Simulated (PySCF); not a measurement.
RbCl, SMILES [Cl][Rb]. Heavy atoms are numbered as in [Rb:1][Cl:2].

Geometry: PBE0-D3(BJ)/def2-TZVPD. The def2 effective core potentials stand for the cores of Rb; spin–orbit coupling is left out.

Method: B3LYP/def2-TZVPD run with PySCF.

Mulliken values depend strongly on the basis, most of all with diffuse functions as here. ESP charges are fitted to the potential on shells at 1.4 to 2.0 van der Waals radii. Atomic charges (e), one atom of each kind:

| atom | ESP fit | Mulliken |
|---|---|---|
| Rb1 | … | 0.90 |
| Cl2 | … | -0.90 |

Question: Fill in the missing entries. (Estimate from the structure and the level; the computed values follow.)

Answer: 
- Rb1, ESP fit: 0.76
- Cl2, ESP fit: -0.76
